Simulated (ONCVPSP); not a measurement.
# Transferability test, ONCV potential for iridium (Ir)

| Property | Result |
| --- | --- |
| Element | iridium (Ir) |
| Generator | ONCVPSP 4.0.1 |
| Type | optimised norm-conserving Vanderbilt (ONCV) |
| Functional | PBEsol |
| Relativity | scalar-relativistic |
| Frozen core | [Kr] 4d10 4f14 |
| Valence charge | 17 |
| Reference configuration | 5s2 5p6 5d7 6s1.5 (charge +0.5) |
| Partial waves | 5s+6s: rc 1.50 bohr, ncon 4, nbas 9, qcut 7.6 1/bohr, 2 projectors; 5p: rc 1.30 bohr, ncon 4, nbas 8, qcut 5 1/bohr, 1 projector; 5d: rc 1.85 bohr, ncon 5, nbas 10, qcut 7 1/bohr, 2 projectors, debl 3.9 Ha |
| Local potential | polynomial inside 1.15 bohr (lpopt 5, dvloc0 2 Ha) |
| Core correction | Teter function, fcfact 4, rcfact 1.2 |

Energies are relative to the spin-unpolarised reference configuration 5s2 5p6 5d7 6s1.5; without spin polarisation the order of configurations can differ from experiment.

```json
{"valence configuration": "5s2 5p6 5d7 6s2", "charge": "0", "ΔE all-electron (eV)": "-4.059", "error AE − PS (meV)": "+1.2"}
{"valence configuration": "5s2 5p6 5d7 6s1", "charge": "+1", "ΔE all-electron (eV)": "5.870", "error AE − PS (meV)": "-2.2"}
{"valence configuration": "5s2 5p6 5d7 6s0", "charge": "+2", "ΔE all-electron (eV)": "23.366", "error AE − PS (meV)": "-11"}
```

(1) What are ΔE and the potential's error for 5s2 5p6 5d8 6s1?

Answers

(1) ΔE = -4.379 eV all-electron; the error (AE − PS) is -4.1 meV.
